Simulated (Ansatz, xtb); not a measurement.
# Two isomers of C3H4BF3O

Structure X is `B[C@@H]1O[C@H]1C(F)(F)F`, a singlet and structure Y is `B[C@@]1(C(F)(F)F)CO1`, a singlet. Both are isolated molecules in the gas phase, relaxed with PBE0-D3(BJ)/def2-SVP; the shapes shown needn't be the lowest conformers.

X (Å):

```yaml
atoms:
  - { symbol: C, position_ang: [-0.5884, 1.7179, -2.1072] }
  - { symbol: C, position_ang: [0.4192, 2.1172, -1.0899] }
  - { symbol: C, position_ang: [1.4462, 3.1693, -1.4335] }
  - { symbol: B, position_ang: [-1.9843, 1.3914, -1.5284] }
  - { symbol: F, position_ang: [0.9934, 4.3748, -1.0823] }
  - { symbol: F, position_ang: [1.7312, 3.1909, -2.7312] }
  - { symbol: F, position_ang: [2.5786, 2.9492, -0.7665] }
  - { symbol: O, position_ang: [0.5304, 0.9014, -1.7279] }
  - { symbol: H, position_ang: [-2.9477, 2.0133, -1.9043] }
  - { symbol: H, position_ang: [-2.0833, 0.5621, -0.6580] }
  - { symbol: H, position_ang: [-0.4579, 2.1937, -3.0872] }
  - { symbol: H, position_ang: [0.1817, 2.1008, -0.0164] }
```

Y (Å):

```xyz
12

C    -0.1531    2.4310   -1.4615
C    -0.5487    1.0697   -0.9338
C     1.1904    2.9357   -1.0639
B    -0.6608    2.9009   -2.8495
F     0.0360    0.7818    0.2284
F    -0.2111    0.1199   -1.8092
F    -1.8688    1.0014   -0.7501
O     0.0429    3.4034   -0.4405
H    -1.0521    2.1048   -3.6630
H    -0.5916    4.0760   -3.1059
H     1.8255    2.2608   -0.4769
H     1.7139    3.6431   -1.7196
```

Task: Estimate which is lower in electronic energy at CCSD(T)/def2-SVP + ΔMP2/def2-TZVPP, and by roughly how much.

Result: Too close to call at this level: CCSD(T)/def2-SVP + ΔMP2/def2-TZVPP gives E(Y) − E(X) = −3.16 kJ/mol.

How the difference moves with the method:

```csv
level,geometry,E(Y) − E(X) (kJ/mol),departure from the last row (kJ/mol),"job, with rough time for the two"
GFN2-xTB,GFN2-xTB,−8.89,−5.72,"optimisation, 1 s"
HF/STO-3G,GFN2-xTB,−4.41,−1.25,"single point, 3.1 s"
r2SCAN-D4/def2-SVP,GFN2-xTB,−5.33,−2.17,"single point, 12 s"
PBE0-D3(BJ)/def2-SVP,PBE0-D3(BJ)/def2-SVP,−3.63,−0.47,"optimisation, 5.2 min"
HF/def2-SVP,PBE0-D3(BJ)/def2-SVP,−2.40,+0.76,part of the CCSD(T) run
MP2/def2-SVP,PBE0-D3(BJ)/def2-SVP,−5.78,−2.62,part of the CCSD(T) run
CCSD(T)/def2-SVP,PBE0-D3(BJ)/def2-SVP,−5.44,−2.28,single point
CCSD(T)/def2-SVP + ΔMP2/def2-TZVPP,PBE0-D3(BJ)/def2-SVP,−3.16,,"single point, 3.8 min"
```

As drawn, both hold the same kinds of bond in the same numbers.

The largest departure from CCSD(T)/def2-SVP + ΔMP2/def2-TZVPP is that of GFN2-xTB, 5.72 kJ/mol. The last row adds to CCSD(T) the change of the MP2 difference between the two basis sets, here +2.28 kJ/mol.

With thermal terms from frequencies at re-optimised GFN2-xTB minima (ideal gas, soft modes damped towards free rotors, one conformer each, 298.15 K, 1 atm): on the last row, ΔE + ΔZPE = −3.04, ΔH = −3.32, ΔG = −1.71 kJ/mol.

The correlated steps freeze 8 core orbitals. Programs: Ansatz 0.2.0, xtb 6.7.1; the last row on 2 threads of Intel(R) Xeon(R) Processor @ 2.50GHz (Skylake/Cascade Lake) on a shared host.
